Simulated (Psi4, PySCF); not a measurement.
The Psi4 input:
```
memory 2 GB

molecule {
0 1
Cl    3.26052000   -0.53738498   -1.13336811
Si    1.60710573    0.23649542   -0.26836104
Cl    2.00035562    0.66527047    1.65976350
Cl    1.07094830    1.91445903   -1.24446984
C     0.22253351   -1.07870862   -0.36950706
Si   -1.54059755   -0.55888706    0.15792715
Cl   -2.29245094    0.75063201   -1.17475212
Cl   -1.52172421    0.27063151    1.99296333
Cl   -2.69199891   -2.21846337    0.18936396
H     0.52408362   -1.93415496    0.23660337
H     0.17355337   -1.44756964   -1.39499878
}

set {
  basis sto-3g
  scf_type pk
  puream true
  d_convergence 1e-8
  dft_radial_points 99
  dft_spherical_points 590
}

energy('b3lyp')
print_variables()
```

### Question
Convert this to an input for PySCF.

### Answer
One answer among several that fit: 
```python
from pyscf import gto, scf, dft

mol = gto.Mole()
mol.atom = '''
    Cl    3.260520   -0.537385   -1.133368
    Si    1.607106    0.236495   -0.268361
    Cl    2.000356    0.665270    1.659763
    Cl    1.070948    1.914459   -1.244470
    C     0.222534   -1.078709   -0.369507
    Si   -1.540598   -0.558887    0.157927
    Cl   -2.292451    0.750632   -1.174752
    Cl   -1.521724    0.270632    1.992963
    Cl   -2.691999   -2.218463    0.189364
    H     0.524084   -1.934155    0.236603
    H     0.173553   -1.447570   -1.394999
'''
mol.basis = 'sto-3g'
mol.charge = 0
mol.spin = 0
mol.verbose = 3
mol.build()

mf = dft.RKS(mol)
mf.xc = 'b3lyp'
mf.grids.atom_grid = (99, 590)
mf.grids.prune = None
mf.kernel()
```

Both were run: Psi4 gave -3342.526967 Eh and PySCF -3342.526961 Eh, 0.006 mEh apart.
